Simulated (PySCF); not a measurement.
The numbers are results of PBE-D3(BJ)/def2-TZVP // B3LYP-D3(BJ)/def2-TZVP (PySCF 2.14.0), not measurements. Isolated molecules, 0 K electronic values unless said otherwise. One relaxed conformer stands for a flexible species; it need not be the lowest. Excitations are Tamm–Dancoff values on a coarser integration grid. The basis has no diffuse functions, so Rydberg states are missing or too high.

Reference species (SMILES): `N=BB=B` (B–B–B–N torsion 42°) (neutral, multiplicity 1).

- HOMO–LUMO gap = -0.29 eV
- S1 oscillator strength = 0.000
- S1 excitation (TDA) = 2.25 eV
- LUMO = -5.27 eV

Changed species: `B=BN=B` (B–B–N–B torsion 19°).

Problem. Predict the effect on the HOMO–LUMO gap, S1 oscillator strength, S1 excitation (TDA) and LUMO.

Solution. the HOMO–LUMO gap rises by 0.03 eV, to -0.26 eV; the S1 oscillator strength is nearly the same; the S1 excitation (TDA) increases by 0.33 eV, to 2.58 eV; the LUMO rises by 0.85 eV, to -4.42 eV.
